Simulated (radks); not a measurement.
The nitrogen anion N-, [He] 2s2 2p4, held by a Watson sphere: a shell of charge +0.69 at radius R that stands for the Madelung well of a crystal (potential energy -0.69/R inside, -0.69/r outside, in hartree with lengths in bohr). Method: scalar-relativistic Kohn-Sham, LDA (Slater exchange, VWN5 correlation), spin-unpolarised, spherical densities, point nucleus; computed with a radial shooting solver on a logarithmic mesh with Libxc functionals. Response by self-consistent Sternheimer equations with the Hartree and adiabatic LDA kernel, the relativistic mass of each level held fixed and spin-orbit coupling left out. The sphere does not respond.

| R (bohr) | e(1s) (eV) | e(2s) (eV) | e(2p) (eV) | <r> 2p (bohr) | sum of <r^2> (bohr^2) | X-ray form factor at sin(theta)/lambda = 0.1 1/angstrom | alpha (bohr^3) |
|---|---|---|---|---|---|---|---|
| 1.95 | -375.62 | -14.895 | -3.930 | 1.649 | 19.51 | 6.795 | 18.31 |
| 2.01 | -375.63 | -14.810 | -3.867 | 1.658 | 19.70 | 6.787 | 18.85 |
| 2.14 | -375.63 | -14.631 | -3.730 | 1.675 | 20.09 | 6.769 | 20.08 |
| 2.16 | -375.63 | -14.604 | -3.710 | 1.677 | 20.15 | 6.767 | 20.27 |
| 3.54 | -375.10 | -13.167 | -2.446 | 1.809 | 23.52 | 6.642 | 37.40 |
| 3.79 | -374.97 | -12.979 | -2.263 | 1.825 | 24.01 | 6.628 | 41.22 |
| 3.87 | -374.93 | -12.923 | -2.208 | 1.830 | 24.16 | 6.624 | 42.49 |
| 3.93 | -374.90 | -12.882 | -2.167 | 1.834 | 24.27 | 6.621 | 43.45 |
| 3.94 | -374.90 | -12.875 | -2.160 | 1.834 | 24.29 | 6.621 | 43.61 |
